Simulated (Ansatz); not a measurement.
Input file for Ansatz (a quantum-chemistry and plane-wave program): R-B3LYP-D3(BJ)/def2-TZVP on dimethyl selenide (SMILES C[Se]C).

Ansatz 0.2 input:
```yaml
crystal:
  periodic: [false, false, false]
  atoms:
    - {symbol: C, position_ang: [-1.45222189, -0.10016671, 0.11176820]}
    - {symbol: Se, position_ang: [0.02287978, -1.13047183, -0.64641234]}
    - {symbol: C, position_ang: [1.45246740, 0.08974856, -0.11741125]}
    - {symbol: H, position_ang: [-2.37065996, -0.64212136, -0.09279235]}
    - {symbol: H, position_ang: [-1.30791990, -0.00358627, 1.18497839]}
    - {symbol: H, position_ang: [-1.48500129, 0.87905518, -0.35986095]}
    - {symbol: H, position_ang: [1.27613275, 1.06403783, -0.56604224]}
    - {symbol: H, position_ang: [1.47622434, 0.16771389, 0.96669750]}
    - {symbol: H, position_ang: [2.38809876, -0.32420928, -0.48092496]}
basis:
  gaussian:
    orbitals: def2-TZVP
hamiltonian:
  xc: b3lyp
  dispersion: d3bj
relax: {f_tol: 0.003, max_steps: 120}
scf: {lower_state_search: off}
```

**Question.** Predict the final total energy.

**Answer.** -2481.4562 hartree.

**Question.** How many basis functions does it have, and what does it roughly cost on one machine?

**Answer.** 146 functions; roughly 20 core-seconds.
